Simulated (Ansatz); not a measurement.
Basis-set extrapolation for CH4AlClSi (PBE0-D4/def2-TZVP geometry, frozen core, the Gaussian-basis code of Ansatz). Multiplicity 1, RHF reference.

|  | def2-TZVPP | def2-QZVPP |
| --- | --- | --- |
| HF | -1030.521960 | -1030.552216 |
| MP2 correlation | -0.556573 | -0.601733 |
| CCSD(T) correlation | -0.634015 | not run |

Energies in hartree. Use E(X) = E(∞) + A·exp(−7.88·√X) for Hartree–Fock and E(X) = E(∞) + B·X^(−2.97) for correlation, with X = 3 and 4, and add CCSD(T) minus MP2 of the smaller set to the MP2 limit.

Question: What is the CCSD(T) energy at the basis-set limit?

Answer: HF limit: -1030.552216 + (-0.030256) × 0.13774 = -1030.55638. MP2 limit: -0.601733 + (-0.045160) × 0.74074 = -0.63518. Higher-order term: -0.634015 − (-0.556573) = -0.07744. Total: -1031.26900 hartree, 296.7 kJ/mol below CCSD(T)/def2-TZVPP.
